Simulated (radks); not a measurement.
Eu4+, 59 electrons, occupied as [Kr] 4d10 4f5 5s1.75 5p6 6s0.25 (fractional occupations, a model configuration). All-electron calculation, scalar-relativistic Kohn-Sham, B86b exchange with PBE correlation, spin-polarised, spherical densities, finite nucleus; open shells are filled with parallel spins first (spin-orbit coupling, left out, can overturn this in heavy ions); Fermi nuclear charge, rms radius 5.1115 fm. Program: a radial shooting solver on a logarithmic mesh with Libxc functionals.

Local quantities along the radius. ELF = 1/(1 + alpha^2) is the electron localisation function; alpha = (tau - tau_W)/tau_unif compares the Pauli kinetic energy density with that of the uniform gas (summed over spins); 4 pi r^2 rho is in e/bohr. tau is taken from the large components.

r (bohr)    ELF    alpha  4 pi r^2 rho
0.001934  0.999  0.02666         11.08
0.002233  0.999  0.02796         13.78
0.0026    0.999  0.02976         17.23
0.003002  0.999  0.03197         21.15
0.003495  0.999  0.03499         26.02
0.004037  0.999  0.03872         31.38
0.004699  0.998  0.04390         37.80
0.005427  0.997  0.05044         44.53
0.006318  0.996  0.05980         52.13
0.007297  0.995  0.07207         59.53
0.008495  0.992  0.09042         67.14
0.00981   0.987   0.1157         73.64
0.01142   0.976   0.1554         79.17
0.01319   0.957   0.2129         82.60
0.01535   0.914   0.3076         83.93
0.01773   0.833   0.4472         82.99
0.02064   0.691   0.6690         80.18
0.02384   0.524   0.9530         76.86
0.02776   0.384    1.267         74.34
0.03205   0.327    1.433         74.55
0.03732   0.355    1.348         78.84
0.0431    0.456    1.092         86.79
0.05017   0.598   0.8198         97.49
0.05794   0.702   0.6516         106.6
0.06745   0.745   0.5853         111.3
0.0779    0.714   0.6330         108.8
0.09069   0.593   0.8278         99.69
0.1047    0.432    1.146         89.50
0.1219    0.339    1.398         83.36
0.1408    0.387    1.258         85.31
0.1639    0.552   0.9002         93.01
0.1893    0.696   0.6615         98.00
0.2204    0.748   0.5809         92.69
0.2545    0.678   0.6892         76.55
0.2963    0.430    1.151         55.62
0.3422    0.231    1.825         42.28
0.3984    0.288    1.572         40.01
0.4601    0.548   0.9073         44.60
0.5356    0.720   0.6235         47.19
0.6186    0.725   0.6161         42.57
0.7201    0.608   0.8024         32.25
0.8317    0.424    1.166         22.45
0.9682    0.311    1.489         15.63
1.118     0.371    1.302         12.33
1.302     0.554   0.8972         10.11
1.503     0.674   0.6951         7.814
1.75      0.669   0.7038         5.086
2.021     0.524   0.9524         2.836
2.353     0.256    1.706         1.281
2.717     0.092    3.148        0.5366
3.163     0.053    4.242        0.2086
3.653     0.079    3.406       0.08715
4.253     0.188    2.078       0.03220
4.912     0.367    1.313       0.01009
5.718     0.541   0.9220      0.002095
6.604     0.623   0.7774     0.0003167

On this mesh the ELF has minima near r = 0.032, 0.12, 0.34, 0.97, 3.2 bohr, which separate the shells, and maxima near 0.067 (0.74), 0.22 (0.75), 0.62 (0.72), 1.5 (0.67).
